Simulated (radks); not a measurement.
Question: The mean radii <r> (bohr) of the occupied orbitals of an atom or ion are listed with their occupations. All-electron calculation, non-relativistic Kohn-Sham, PBE, spin-polarised, spherical densities, point nucleus. Program: a radial shooting solver on a logarithmic mesh with Libxc functionals.

orbital  occ.      <r>
1s down     1  0.02229
1s up       1  0.02229
2s up       1  0.09459
2s down     1  0.09459
2p up       3  0.08013
2p down     3  0.08013
3s up       1   0.2425
3s down     1   0.2423
3p up       3   0.2323
3p down     3   0.2321
3d up       5   0.2050
3d down     5   0.2049
4s up       1   0.5433
4s down     1   0.5436
4p up       3   0.5534
4p down     3   0.5539
4d up       5   0.5773
4d down     5   0.5782
5s up       1    1.184
5s down     1    1.191
4f up       7   0.6575
4f down     3   0.6630

Name the element and its charge. Open shells, if any, are filled with parallel spins first.

Answer: Z = 68, erbium, charge +10: Er10+ in [Kr] 4d10 4f10 5s2. The 1s radius gives Z: for a bare nucleus <r> = 1.5/Z, 0.02206 bohr for Z = 68, and screening makes it slightly larger (0.02229 here). The occupations add up to 58, and the charge is Z minus that.
